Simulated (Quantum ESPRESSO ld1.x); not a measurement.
Problem. Tm4+, configuration [Xe] 4f11. Method: scalar-relativistic Kohn-Sham, LDA (Slater exchange, VWN5 correlation), spin-polarised, spherical densities, point nucleus; open shells are filled with parallel spins first; computed with ld1.x of Quantum ESPRESSO 7.5. Some entries of the table are withheld. Estimate them.

orbital,occ.,eigenvalue (eV),<r> (bohr)
1s down,1,-59293.860,0.02002
1s up,1,-59293.859,0.02002
2s up,1,-10051.529,0.08493
2s down,1,-10051.459,0.08493
2p up,3,-8884.537,0.07544
2p down,3,-8884.485,0.07544
3s up,1,-2303.883,0.2212
3s down,1,-2302.392,0.2212
3p up,3,-1950.574,0.2205
3p down,3,-1949.089,0.2204
3d up,5,-1513.385,0.2000
3d down,5,-1512.227,0.1999
4s up,1,-499.680,0.4971
4s down,1,-496.777,0.4972
4p up,3,-383.204,0.5271
4p down,3,-380.365,0.5273
4d up,5,-228.479,0.5677
4d down,5,-225.724,0.5684
5s up,1,-102.316,1.179
5s down,1,-101.083,1.185
5p up,3,-73.281,1.357
5p down,3,-72.366,1.366
4f up,7,(1),(2)
4f down,4,(3),(4)
5d up,0,-38.803,1.836
5d down,0,-38.366,1.854
6s up,0,-34.027,2.650
6s down,0,-33.835,2.662

Solution. 
(1) 4f up eigenvalue (eV): -58.227
(2) 4f up <r> (bohr): 0.7074
(3) 4f down eigenvalue (eV): -55.726
(4) 4f down <r> (bohr): 0.7166
